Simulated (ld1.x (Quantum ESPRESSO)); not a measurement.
# Which setting gave this result? (hydrogen, ultrasoft)

Base potential:

```json
{"Element": "H (Z = 1)", "Generator": "ld1.x (Quantum ESPRESSO) 7.5", "Type": "ultrasoft", "Functional": "PBEsol", "Relativity": "non-relativistic", "Frozen core": "none", "Valence charge": "1", "Reference configuration": "1s1", "Partial waves": "1s (bound): rcut 0.60, rcutus 0.75 bohr; 1s channel at 0.1 Ry: rcut 0.60, rcutus 0.75 bohr; 2p channel at 0.05 Ry: rcut 0.50, rcutus 0.60 bohr; 2p channel at 0.55 Ry: rcut 0.50, rcutus 0.60 bohr", "Local potential": "all-electron potential smoothed inside 0.65 bohr (lloc = -1)", "Core correction": "none", "Augmentation charge": "PSQ, radius 0.35 bohr"}
```

Cutoffs, loose and tight: the cutoffs (Ry, on a coarse ladder) from which the occupation-weighted sum of valence levels, in a spherical-Bessel basis at the reference potential, stays within 10 and 1 mRy of its value at 400 Ry. They do not see the model core or the augmentation charge, which bear on the density cutoff. Test errors are all-electron minus pseudo excitation energies from the reference, over the configurations 1s0.5; variants that change the core or the reference have their own tests.

Only the scale of all radii (base = 1) is moved:

```
scale of all radii (base = 1)  cutoff, loose  cutoff, tight  bound ghosts
                         0.77          35 Ry          80 Ry          none
                         0.89          30 Ry          70 Ry          none
                         1.14          21 Ry          45 Ry          none
                         1.27          21 Ry          40 Ry          none
                         1.33          18 Ry          35 Ry          none
```

One more run gave cutoff, loose: 25 Ry; cutoff, tight: 50 Ry; bound ghosts: none. Which value of the scale of all radii (base = 1) was used?

1.01. The tight cutoff moves one way along this sweep, from 80 Ry at 0.77 to 35 Ry at 1.33, which places the run between 0.89 and 1.14.
